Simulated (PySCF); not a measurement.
## Broadened absorption spectrum of Sn(OMe)2

Species: Sn(OMe)2, C2H6O2Sn.
SMILES: `C[O][Sn][O]C`

Theory: PySCF 2.14.0, density-fitted response routines, TDDFT CAM-B3LYP/def2-SVPD, vertical, gas phase, core orbitals frozen in the response, def2 core potentials past Kr. One conformer (not necessarily the lowest) at the PBE0-D3(BJ)/def2-SVP geometry, without solvent, vibrations or thermal averaging. Spin–orbit coupling is left out.

Computed states:

```
state  E (eV)       f
   S1    4.36  0.0000
   S2    4.89   0.062
   S3    4.91   0.047
   S4    5.55   0.055
   S5    6.28   0.065
   S6    6.56  0.0001
   S7    6.63  0.0007
   S8    6.68   0.015
   S9    6.69   0.021
  S10    7.18   0.189
```

Broadening: Gaussians 0.5 eV wide at half height, area fixed by f = 4.319×10⁻⁹ ∫ε dν̃. The width is an assumption, not a result. The curve ends short of the highest state used, and states not computed would add to its high-energy end.

Problem. Give the broadened spectrum and its maxima.

Solution. 
λ (nm), ε (L mol⁻¹ cm⁻¹) and a bar:
```
    188.5       3279 #################
    191.3       3568 ##################
    194.1       3866 ####################
    196.9       3898 ####################
    199.7       3512 ##################
    202.5       2808 ##############
    205.4       2045 ##########
    208.2       1560 ########
    211.0       1465 #######
    213.8       1732 #########
    216.6       2207 ###########
    219.4       2683 ##############
    222.2       2981 ###############
    225.1       3020 ###############
    227.9       2846 ##############
    230.7       2610 #############
    233.5       2486 #############
    236.3       2611 #############
    239.1       3037 ###############
    241.9       3713 ###################
    244.7       4505 #######################
    247.6       5260 ###########################
    250.4       5759 #############################
    253.2       5924 ##############################
    256.0       5728 #############################
    258.8       5219 ##########################
    261.6       4495 #######################
    264.4       3672 ###################
    267.2       2855 ##############
    270.1       2094 ###########
    272.9       1486 ########
    275.7       1013 #####
    278.5        665 ###
    281.3        421 ##
    284.1        259 #
    286.9        154 #
    289.8         88 
    292.6         50 
    295.4         28 
    298.2         15 
    301.0          8 
    303.8          4 
    306.6          2 
    309.4          1 
    312.3          1 
    315.1          0 
    317.9          0 
    320.7          0 
    323.5          0 
    326.3          0 
    329.1          0 
    331.9          0 
    334.8          0 
    337.6          0 
    340.4          0 
    343.2          0
```

Maxima: 253 nm (4.90 eV), ε about 5900, made up of S2 (56%) and S3 (43%); 224 nm (5.53 eV), ε about 3000, made up of S4 (98%); 196 nm (6.33 eV), ε about 3900, made up of S5 (87%) (ε in L mol⁻¹ cm⁻¹; maxima over ε = 5, shares over 10%).

Problem. On this curve, what absorbance would a 10⁻⁴ mol/L sample give at 266 nm over a 1 cm path?

Solution. 266 nm is 4.661 eV, where ε is about 3200 L mol⁻¹ cm⁻¹, so A = ε c l ≈ 0.32 (Beer–Lambert, with the gas-phase spectrum and the assumed width).

Problem. Coming from long wavelengths, where does ε first pass 100 L mol⁻¹ cm⁻¹?

Solution. At about 289 nm (4.29 eV), 0.07 eV below S1.

Problem. What would ε be at 4.90 eV, the highest of these maxima, with half the width (0.25 eV)?

Solution. About 11700 L mol⁻¹ cm⁻¹ against 5920, a factor of about 1.98; a lone state at its own centre would give exactly 2.

The vertical ionisation energy (ΔSCF) is 9.55 eV, 2.37 eV above S10.
